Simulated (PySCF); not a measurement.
## Two-component Hartree-Fock for Rh²⁺ (rhodium, charge +2)

Start: [Kr] 4d6 5p1; 4d3/2 filled at m_j = +3/2; 4d5/2 filled at m_j = -3/2, -1/2, +1/2, +3/2, +5/2; 5p3/2 filled at m_j = +3/2. Calculated with PySCF 2.14 in x2c-TZVPall-2c with one added diffuse shell each of s, p, d type (9s10p8d1f, 86 functions): generalised Hartree-Fock with the X2C-1e Hamiltonian and a Gaussian nucleus; one run each with spin-orbit coupling (SO) switched off, then screened by Boettger's factors. This is a chosen level, not necessarily the ground level.

```csv
spinor shell,electrons,"ε, spin-free (eV)","ε, screened SO (eV)",weight of nominal j (screened SO),"rms radius, screened SO (bohr)"
1s1/2,2,-23370.0,-23368.5,1.000,0.0374
2s1/2,2,-3494.0,-3493.5,1.000,0.154
2p1/2,2,-3127.4,-3227.4,1.000,0.134
2p3/2,4,-3127.4,-3080.9,1.000,0.138
3s1/2,2,-682.49,-682.37,1.000,0.415
3p1/2,2,-558.86,-576.74,1.000,0.411
3p3/2,4,-558.86,-550.52,1.000,0.422
3d3/2,4,-361.39,-364.70,0.976,0.401
3d5/2,6,-361.39,-359.08,0.984,0.405
4s1/2,2,-128.14,-128.14,1.000,1.04
4p1/2,2,-90.104,-96.390,0.726,1.14
4p3/2,4,-90.104,-87.079,0.863,1.15
4d5/2,5,-38.747,-39.552,0.556,1.48
4d3/2,1,-38.747,-35.022,0.762,1.51
5p3/2,1,-18.294,-18.167,1.000,3.40
```

```
   quantity    spin-free  screened SO
E (hartree)  -4779.58413  -4780.32990
        M_J         11/2         11/2
       ⟨J²⟩       35.756       35.760
       ⟨L²⟩       12.005       12.126
       ⟨S²⟩        8.751        8.695
```

Each row is a mean over spinors that exchange with the open shell spreads, by up to 10.533 eV (4p3/2).

Rows whose weight is well below 1 are mixtures of j = l ± 1/2: exchange outweighs spin-orbit coupling there, and the label is only the starting occupation.

Breit and QED terms are absent; they matter most for the inner s and p1/2 levels.

Densities and radii are taken from the X2C orbitals without a picture-change correction, which distorts them close to the nucleus.

Without spin-orbit coupling the j labels of p, d and f shells carry no meaning; the spin-free column gives the mean over the occupied spinors of each nl shell.
